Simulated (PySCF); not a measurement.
Species: C5H7ClGaN.
Z-matrix (Å and degrees, PBE0-D3(BJ)/def2-SVP geometry), rows numbered from 1:
```
Cl
C   1  1.7172
C   2  1.3946  1  120.19
C   3  1.3880  2  118.04  1  -179.94
N   4  1.3360  3  122.51  2    -0.13
Ga  5  2.1293  4  120.36  3  -177.97
C   5  1.3357  4  119.30  3     0.32
C   7  1.3881  5  122.52  4    -0.33
H   3  1.0901  2  121.02  1    -0.10
H   4  1.0934  3  121.35  2   179.53
H   6  1.5846  5   98.08  4  -150.40
H   6  1.5846  5   98.06  4   -29.55
H   6  1.5835  5   99.79  4    90.05
H   7  1.0934  5  116.18  4   179.38
H   8  1.0902  2  121.04  1     0.06
```

Level: B3LYP/def2-SVPD in PySCF, non-relativistic, on one gas-phase PBE0-D3(BJ)/def2-SVP geometry that isn't relaxed in the solvent. The solvent is an IEF-PCM continuum (van der Waals radii × 1.2), and excitations are vertical TDDFT with non-equilibrium linear response and a frozen core. The model holds no explicit solvent molecules, cavitation or dispersion. Spin–orbit coupling is left out although an atom past zinc is present.

Gas-phase singlets (H = HOMO, L = LUMO):

```tsv
state	E (eV)	λ (nm)	f	leading configurations
S1	3.994	310	0.053	H→L 99%
S2	4.084	304	0.001	H-1→L 100%
S3	4.430	280	0.000	H→L+1 98%
S4	4.596	270	0.003	H-1→L+1 100%
S5	5.433	228	0.020	H-3→L 59%, H-2→L+1 38%
```

Q: Give the list for chloroform (ε = 4.711), n² = 2.09.

A: 
| state | E (eV) | λ (nm) | f | leading configurations | change by rank (eV) |
| --- | --- | --- | --- | --- | --- |
| S1 | 4.734 | 262 | 0.091 | H→L 99% | +0.740 |
| S2 | 4.831 | 257 | 0.000 | H-1→L 100% | +0.747 |
| S3 | 5.134 | 241 | 0.008 | H→L+1 74%, H-2→L 22% | +0.704 |
| S4 | 5.390 | 230 | 0.005 | H-1→L+1 100% | +0.794 |
| S5 | 5.524 | 224 | 0.039 | H-2→L 48%, H-3→L+1 26%, H→L+1 25% | +0.091 |

Q: The ground-state energy changes by -0.261 eV from gas to chloroform. By how much does the total energy of gas-phase S4 change?

A: E(S4) = E(S0) + excitation energy, so it changes by -0.261 + 0.235 = -0.026 eV: it is lowered less than the ground state, which is what a blue shift means. This is the vertical state, with the slow part of the continuum still set for S0.

Q: How do the frontier levels move from gas to chloroform?

A: 
```csv
orbital,gas (eV),solvent (eV),change (eV)
LUMO+2,-0.47,-0.12,+0.35
LUMO+1,-1.94,-1.51,+0.43
LUMO,-2.44,-2.06,+0.38
HOMO,-7.10,-7.47,-0.37
HOMO-1,-7.26,-7.63,-0.37
HOMO-2,-8.70,-8.28,+0.42
HOMO-3,-8.72,-8.36,+0.36
```

The HOMO–LUMO gap goes from 4.65 to 5.41 eV. Rows go by rank; for HOMO-3, HOMO-2 and LUMO+2 the atom shares or the degeneracy differ between the runs, so the row needn't follow one orbital.

Hardware: Arm Neoverse V1, one thread, shared host with 64 logical CPUs at a one-minute load of 18. Cost: 43 s of wall time, 1.1 GiB resident at most. This is the whole response run at B3LYP/def2-SVPD in chloroform, SCF included.
